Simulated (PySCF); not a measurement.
UHF on As²⁺ (arsenic, charge +2), [Ar] 3d10 4s1 4p1 5s1, high-spin 4P determinant (an excited configuration). Calculation: PySCF 2.14, in aug-cc-pVQZ-PP with one added diffuse shell each of s, p, d, f, g type with ECP10MDF (8s7p6d4f3g, 114 functions); a scalar-relativistic core potential.

```
cycle= 3 E= -329.44335691782  delta_E= -0.000413  |g|= 0.00583  |ddm|= 0.0681
cycle= 4 E= -329.443619483517  delta_E= -0.000263  |g|= 0.00587  |ddm|= 0.0438
cycle= 5 E= -329.442592678269  delta_E= 0.00103  |g|= 0.00562  |ddm|= 0.173
cycle= 6 E= -329.439030136115  delta_E= 0.00356  |g|= 0.0196  |ddm|= 0.801
cycle= 7 E= -329.438798969432  delta_E= 0.000231  |g|= 0.023  |ddm|= 0.0552
cycle= 8 E= -329.439292150336  delta_E= -0.000493  |g|= 0.0154  |ddm|= 0.123
cycle= 9 E= -329.439208816799  delta_E= 8.33e-05  |g|= 0.0158  |ddm|= 0.048
cycle= 10 E= -329.439157728595  delta_E= 5.11e-05  |g|= 0.00846  |ddm|= 0.412
cycle= 11 E= -329.439246499906  delta_E= -8.88e-05  |g|= 0.00216  |ddm|= 0.0965
cycle= 12 E= -329.439251097699  delta_E= -4.6e-06  |g|= 9.74e-05  |ddm|= 0.0727
cycle= 13 E= -329.439250974147  delta_E= 1.24e-07  |g|= 7.61e-05  |ddm|= 0.00829
cycle= 14 E= -329.439250981882  delta_E= -7.73e-09  |g|= 1.53e-05  |ddm|= 0.00145
cycle= 15 E= -329.439250982206  delta_E= -3.24e-10  |g|= 1.1e-06  |ddm|= 0.000306
converged SCF energy = -329.439250982206  <S^2> = 3.7505886  2S+1 = 4.0002943
```

Highest occupied orbital energy: -14.984 eV; ⟨L²⟩ = 3.64; populations by l: s 3.73, p 7.00, d 10.27, f 0.00.

(1) Can this result be used?

Results:

(1) Not for this state. The calculation finished and met its thresholds. ⟨L²⟩ = 3.64 against 2 for a pure P term, so this real determinant mixes terms. Energies and moments cover only the electrons outside the core potential. The outer electron is Rydberg-like, and this basis confines it to a smaller radius and binds it less than a complete one would. The s, p, d and f populations moved away from the nominal configuration during the SCF.
